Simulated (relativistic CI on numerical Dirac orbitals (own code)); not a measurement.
Sensitivity of the levels of Hf⁵⁸⁺ to α and to the nuclear radius

These numbers are calculated, not measured: Dirac-Coulomb-Breit CI, KLI orbitals optimised for each configuration, derivatives by finite differences, unscaled Slater integrals, QED left out (own radial code, finite nucleus).

Configurations in the expansion (outside the closed core [Ne]): 3s2.3p2, 3s2.3p.3d, 3s.3p3, 3s2.3d2, 3p4, 3s.3p2.3d, 3p2.3d2, 3s.3p.3d2. Levels of other configurations are missing.

With x = (α/α₀)² − 1 an excitation energy changes as ω = ω₀ + qx; K = 2q/ω₀ is the relative enhancement. Terms are leading LS components, so labels can repeat. The field-shift factor is F = δν/δ⟨r²⟩ for the transition from the lowest level.

Lowest level 3s2.3p2 3P_0.

```
          Level  ω₀ (cm⁻¹)   q (cm⁻¹)     K  F (GHz/fm²)
   3s2.3p2 3P_1    2449666  3.062e+06   2.5         -373
   3s2.3p2 1D_2    2524482  3.059e+06  2.42         -376
   3s.3p3 3P°_2    3790260  3.379e+06  1.78        -6230
   3s.3p3 3D°_1    4016696  3.342e+06  1.66        -5260
3s2.3p.3d 3F°_2    4188556  3.136e+06   1.5         -373
3s2.3p.3d 3D°_1    4543693  3.239e+06  1.43        -1520
3s2.3p.3d 3P°_2    4914603   3.77e+06  1.53         -528
3s2.3p.3d 3F°_3    4923224  3.772e+06  1.53         -363
   3s2.3p2 3P_2    5030093   6.13e+06  2.44         -810
   3s2.3p2 1S_0    5191355  6.136e+06  2.36         -807
 3s.3p2.3d 3D_1    5547057  3.479e+06  1.25        -6360
 3s.3p2.3d 3D_2    5604590  3.491e+06  1.25        -6380
   3s.3p3 3D°_2    6179687  6.375e+06  2.06        -6490
```

At this charge energies of transitions that change n are usually good to better than 1 %, and those within a shell (Δn = 0) to a few per cent.
